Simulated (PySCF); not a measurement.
Input for PySCF: U-HF/LANL2DZ on H2OPb (SMILES [OH][PbH]), a point of a bond scan (R = 1.879 Å).

```python
from pyscf import gto, scf, dft, mp
from pyscf.data.elements import chemcore

mol = gto.M(
    atom='''
    Pb   -0.12011852   -0.10155163    0.14050756
    H    -1.48640490    0.02135024   -1.14319190
    O     1.29889476    0.89352213   -1.05799410
    H     0.94496580    1.15770660   -1.91447494
    ''',
    basis='lanl2dz',
    ecp={'Pb': 'lanl2dz'},
    charge=0, spin=0, verbose=3, max_memory=1800)
mf = scf.UHF(mol)
mf.conv_tol = 1e-8
mf.max_cycle = 100
mf.init_guess_breaksym = True
mf.kernel()
if not mf.converged:
    mf = mf.newton().run(mf.mo_coeff, mf.mo_occ)
for _ in range(4):
    mo, _, stable, _ = mf.stability(return_status=True)
    if stable:
        break
    mf.kernel(mf.make_rdm1(mo, mf.mo_occ))
```

Program output:

```
converged SCF energy = -79.3496130791962  <S^2> = 8.9516305e-09  2S+1 = 1
<class 'pyscf.scf.uhf.UHF'> wavefunction is stable in the internal stability analysis
```

Self-consistency was reached.

Cost: very roughly 0.4 core-seconds.
